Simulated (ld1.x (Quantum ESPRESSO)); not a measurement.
**Ge (Z = 32), TM: configuration errors across variants**

Ge (Z = 32), norm-conserving Troullier–Martins (Kleinman–Bylander form), made with ld1.x (Quantum ESPRESSO) 7.5 (LDA (PZ), scalar-relativistic). Core [Ar] 3d10, reference 4s1.5 4p2.5. Waves: 4s (bound): rc 1.45 bohr; 4p (bound): rc 2.25 bohr. Local part: the p channel. Core correction: a·sin(br)/r model core inside 1.50 bohr.

All-electron excitation energies from the reference (eV): (1) 4s2 4p2 -3.986; (2) 4s2 4p1 3.651; (3) 4s2 4p0 19.366; (4) 4s0 4p4 12.374; (5) 4s1 4p3 4.058; (6) 4s1 4p0 54.585; (7) 4s1 4p2 12.427; (8) 4s1.5 4p2.5 spin -1.353; (9) 4s2 4p2 spin -4.549.

Spin tests fill each open shell by Hund’s rule, majority spin first.

4 further variants failed, have other tests or another functional or relativity, and are left out.

A true bound ghost makes a file unfit for plane-wave use even where its test errors are small: the radial tests pick states by their node count and pass the ghost by.

Errors AE − PS in meV (a dash: test not solved or not reliable):

| change | (1) | (2) | (3) | (4) | (5) | (6) | (7) | (8) | (9) | bound ghosts |
| --- | --- | --- | --- | --- | --- | --- | --- | --- | --- | --- |
| base | -1.8 | -2.5 | -37 | -17 | -2.3 | -227 | -13 | +8.4 | -0.2 | none |
| wave 4s (bound): rc 1.45 bohr becomes 4s (bound): rc 2.20 bohr | -3.7 | -3.7 | -31 | -37 | -4.4 | -221 | -15 | +6.0 | -1.4 | none |
| wave 4p (bound): rc 2.25 bohr becomes 4p (bound): rc 3.32 bohr | +0.8 | -3.3 | -70 | +10 | +0.5 | -328 | -5.3 | -6.3 | -4.7 | none |
| all radii but the core radius scaled by about 1.11 (s 1.62, p 2.50 bohr) | -0.9 | -1.9 | -41 | -8.1 | -1.4 | -242 | -11 | +5.1 | -1.0 | s |
| all radii but the core radius scaled by about 0.85 (s 1.24, p 1.92 bohr) | -2.9 | -3.7 | -35 | -28 | -3.3 | -214 | -14 | +9.9 | 0.0 | s |

Give the same row for: core correction none.

+3.0, +5.1, +24, +32, +2.8, +210, +9.4, +277, +75; bound ghosts: none.
